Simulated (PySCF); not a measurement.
SMILES c1[se]c(cc1)Sc1cnccc1 (C9H7NSSe) at its GFN2-xTB optimised geometry (Å):

```
19

C     -2.0733    -2.3580     0.0000
C     -2.7331    -1.1371     0.0034
N     -2.1000     0.0234     0.0169
C     -0.7835     0.0308     0.0201
C     -0.0244    -1.1364     0.0000
S      1.7471    -1.1298     0.0247
C      2.1123     0.4151    -0.7307
C      2.9710     1.3428    -0.2253
C      3.1766     2.4656    -1.0602
C      2.4960     2.4372    -2.2339
Se     1.4886     0.8938    -2.4445
C     -0.6902    -2.3580     0.0000
H     -2.6246    -3.2853    -0.0050
H     -3.8129    -1.0793     0.0007
H     -0.3154     1.0074     0.0482
H      3.4372     1.2311     0.7384
H      3.8129     3.2853    -0.7729
H      2.4992     3.1958    -2.9959
H     -0.1273    -3.2794    -0.0018
```

Computed with PBE0/def2-SVP in PySCF.

Map of the electrostatic potential (hartree/e), clipped to [-0.08, 0.12] on the plane z = 0.8 Å:

```
|-------------------========|
|-------------------========|
|-------------------========|
|-------------------========|
|-------------------========|
|--------------------=======|
|-------------------========|
|-----:::::---------========|
|----::::::---=----=++++====|
|----::...:--===---+#@@*+===|
|---::..  .-=**=---*@@@@+===|
|----:.   :=#%#=--=+@@@%+===|
|----::.:*%@@@#+===+*%#+====|
|-------*@@@@@@*+***++====--|
|-====+#@@@@@@@%@@@@*===----|
|===+*#@@@%#%@@@@@@@#=------|
|===+*#@@@%#%@@@@@@@#=------|
|====++#@@@@@@@@@@@@=-------|
|======+@@@@@@@####=--------|
|======+%@@@@@%*++=---------|
|=====++###*#%%*+==---------|
|=====++**+++*#*+==---------|
|======+++==++++===---------|
|===================--------|
|===================--------|
|===================--------|
|===================--------|
```
Scale: ten equal steps from -0.076 (start of ' ') to 0.120 (end of '@'), in the order ' .:-=+*#%@'; x runs from -6.00 to 6.00, y from -6.00 (bottom) to 6.00 (top).
